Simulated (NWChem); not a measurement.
System: ethylmethylamine (C3H9N); SMILES CCNC

```xyz
13

C      0.1620     1.8893    -0.0297
C     -0.4962     0.5243     0.0256
N      0.4776    -0.5374    -0.0713
C     -0.0825    -1.8628    -0.0129
H      0.7562     1.9940    -0.9499
H     -0.5869     2.6947    -0.0012
H      0.8404     2.0394     0.8267
H     -1.1267     0.4512     0.9433
H     -1.1981     0.4201    -0.8217
H      1.1832    -0.4222     0.6531
H      0.7195    -2.6159    -0.0473
H     -0.7276    -2.0373    -0.8906
H     -0.7028    -2.0668     0.8890
```
Atoms are numbered in this order, from 1.

Program: NWChem. Medium grid unless said otherwise, to which SCAN and Minnesota functionals are sensitive. Geometry: optimised at PBE0/def2-SVP.

For level r2SCAN/def2-TZVP:

```
Item                         Value
---------------------------  -----
highest occupied level (eV)  -5.19
orbital gap (eV)              6.33
dipole (D)                    0.82
```

Question: What are these values for level Hartree-Fock/def2-TZVP?

Answer: 
| Property | Value |
|---|---|
| highest occupied level (eV) | -9.91 |
| orbital gap (eV) | 13.66 |
| dipole (D) | 0.95 |
